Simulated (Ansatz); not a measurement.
The cluster TiAl₆⁺, relaxed as a doublet with UKS r2SCAN-D4/def2-SVP in Ansatz, starting from the GFN1-xTB geometry. Force threshold 0.02 eV/Å.

The charge 1 doublet is spin-contaminated (final ⟨S²⟩ up to 2.19, 0.75 for a pure state). Another isomer (doublet) lies 1.87 eV lower at PBE0-D4/def2-TZVP; other spin states weren't run for this one.

Start:

```
atom   x (Å)   y (Å)   z (Å)
 Ti1   0.000   0.000   0.000
 Al2  -0.446   1.357   0.019
 Al3   0.644   0.221  -0.661
 Al4  -0.949  -0.297  -1.025
 Al5   0.949   0.297   1.025
 Al6   0.446  -1.357  -0.019
 Al7  -0.644  -0.221   0.661
```

| step | energy (eV) | largest force component (eV/Å) | SCF passes |
| --- | --- | --- | --- |
| 1 | -62408.2573 | 298.156 | 79 |
| 2 | -62529.1311 | 121.296 | 85 |
| 3 | -62597.4229 | 54.808 | 101 |
| 4 | -62635.9707 | 23.818 | 48 |
| 5 | -62653.6467 | 10.991 | 40 |
| 6 | -62661.5544 | 5.539 | 67 |
| 7 | -62665.1643 | 2.816 | 66 |
| 8 | -62666.5243 | 0.770 | 43 |
| 9 | -62666.7384 | 0.193 | 38 |
| 10 | -62666.7598 | 0.088 | 52 |
| 11 | -62666.7983 | 0.239 | 56 |
| 12 | -62666.8516 | 0.614 | 51 |
| 13 | -62666.8843 | 0.196 | 48 |
| 14 | -62666.8980 | 0.134 | 60 |
| 15 | -62666.9791 | 0.200 | 65 |
| 16 | -62667.0893 | 0.249 | 66 |
| 17 | -62667.1812 | 0.103 | 70 |
| 18 | -62667.2380 | 0.183 | 95 |
| 19 | -62667.3149 | 0.175 | 62 |
| 20 | -62667.4089 | 0.168 | 52 |
| 21 | -62667.4975 | 0.147 | 62 |
| 22 | -62667.5407 | 0.144 | 74 |
| 23 (rejected) | -62667.5359 | 0.214 | 62 |
| 24 | -62667.5583 | 0.047 | 48 |
| 25 | -62667.5622 | 0.050 | 47 |
| 26 | -62667.5629 | 0.056 | 47 |
| 27 | -62667.5631 | 0.036 | 48 |
| 28 | -62667.5640 | 0.008 | 47 |

Force components are those of the run's own axes.

End:

```
atom   x (Å)   y (Å)   z (Å)
 Ti1   0.164  -0.520   0.732
 Al2  -0.591   1.808   0.176
 Al3   1.438   0.371  -1.239
 Al4  -1.267  -0.535  -1.329
 Al5   1.873   1.500   1.351
 Al6   0.746  -2.392  -1.157
 Al7  -2.364  -0.232   1.466
```

Bonds lost: Al3–Al7, Al5–Al6, Al5–Al7, Al6–Al7 (atoms count from 1). Metal–metal contacts that move far: Al4–Al7 1.71 to 3.02 Å, Al2–Al7 1.71 to 3.00 Å, Al2–Al3 1.71 to 2.86 Å, Al3–Al5 1.71 to 2.86 Å, Al3–Al4 1.71 to 2.85 Å, Al3–Al6 1.71 to 2.85 Å.

No frequencies were taken in this run, so the end may be a saddle point.

Hardware: 4 threads of Arm Neoverse V2 on a shared host. Wall time 5.5 min.
